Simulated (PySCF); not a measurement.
Vertical excitation energies

C₆H₁₅NSi.
Structure used (PBE0-D3(BJ)/def2-SVP), in Å, numbered top down from 1:
```
atom  x, y, z in Å
C1    -2.4772    0.3996   -0.9926
C2    -2.2943   -0.2064    0.3880
C3    -1.0599   -1.1035    0.4894
N4     0.1824   -0.4390    0.1851
C5     0.7293    0.4727    1.1711
C6     1.9023    1.2093    0.5232
C7     2.6987    0.2195   -0.3405
Si8    1.3234   -0.8512   -1.0633
H9    -1.5941    0.9927   -1.2758
H10   -3.3577    1.0581   -1.0364
H11   -2.6055   -0.3833   -1.7583
H12   -3.1789   -0.8043    0.6673
H13   -2.2267    0.5965    1.1426
H14   -1.0173   -1.5510    1.5036
H15   -1.1850   -1.9519   -0.2069
H16   -0.0307    1.1989    1.5120
H17    1.0680   -0.0727    2.0799
H18    2.5290    1.6975    1.2870
H19    1.5006    2.0102   -0.1207
H20    3.3426    0.7236   -1.0761
H21    3.3482   -0.4157    0.2860
H22    0.8855   -0.4586   -2.4443
H23    1.6352   -2.3183   -1.1198
```

The calculation used TDDFT wB97X-D/def2-SVPD, vertical, gas phase, core orbitals frozen in the response in PySCF 2.14.0, density-fitted response routines.

```
state  E (eV)  λ (nm)       f  |μ| (D)  main configurations (H = HOMO, L = LUMO)
   S1    5.83   212.6  0.0036     0.40                    H→L+1 (62%), H→L (25%)
   S2    6.11   202.9   0.016     0.84                    H→L (60%), H→L+1 (23%)
   S3    6.79   182.5   0.042     1.28                   H→L+2 (66%), H→L+3 (9%)
   S4    7.09   174.8   0.027     1.01      H→L+3 (54%), H→L+4 (21%), H→L+5 (9%)
   S5    7.14   173.6   0.012     0.67      H→L+4 (43%), H→L+3 (24%), H→L+2 (9%)
   S6    7.49   165.5   0.048     1.31                  H→L+5 (60%), H→L+4 (11%)
   S7    7.83   158.4   0.037     1.12                               H→L+9 (59%)
   S8    7.92   156.5   0.030     0.99                               H→L+6 (62%)
   S9    8.07   153.6   0.012     0.63                  H→L+8 (50%), H→L+7 (14%)
  S10    8.12   152.7   0.058     1.37                H-1→L (39%), H-1→L+1 (37%)
```

Triplets, Tamm–Dancoff:

```
state  E (eV)  λ (nm)  main configurations (H = HOMO, L = LUMO)
   T1    5.65   219.5                    H→L+1 (57%), H→L (26%)
   T2    6.07   204.4                    H→L (58%), H→L+1 (24%)
   T3    6.70   185.1                               H→L+2 (67%)
   T4    7.04   176.2                               H→L+3 (70%)
```

The lowest singlet comes at 213 nm (563 kJ/mol) in the ultraviolet; it is very weak; its leading configuration is HOMO→LUMO+1 (62%). The most intense listed level is S10 at 8.12 eV (153 nm, f = 0.058), 2.29 eV above S1. It is the last of those listed, so stronger ones may follow. Löwdin shares by element: HOMO nitrogen 52%, carbon 16% or more, silicon 8% (atoms not listed hold the other 25%); LUMO silicon 27%, carbon 18% or more, hydrogen 7% or more (atoms not listed hold the other 48%). Weighted by f, the mean energy of these states is 7.48 eV. Of the 10 states listed, 9 reach f = 0.01 and none stays under 0.0005. Orbital energies (eV): HOMO-3 -11.07, HOMO-2 -10.85, HOMO-1 -10.19, HOMO -7.94, LUMO 2.19, LUMO+1 2.29, LUMO+2 2.84. From S8 up the states lie above the vertical ionisation energy of 7.90 eV (ΔSCF), that is within the continuum, which a finite basis only mimics. The window holds the lowest 10 singlets.

One conformer stands for the species.

Without π bonds the low states are Rydberg-like; a valence basis with one diffuse set may place them up to an eV too high.
